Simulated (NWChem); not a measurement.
Species: FeF3, sextet; SMILES [F][Fe]([F])[F]

Program: NWChem. Spin-unrestricted. The geometry was optimised at PBE0/def2-SVP, spin-unrestricted. No stability test was run on the SCF state.

What does the run give for UHF/STO-3G? Quantities: highest occupied level (eV); lowest empty minus highest occupied level, either spin (eV); <S²>.


```
Property                                                     Value
-----------------------------------------------------------  -----
highest occupied level (eV)                                  -9.47
lowest empty minus highest occupied level, either spin (eV)  14.65
<S²>                                                          8.76
```
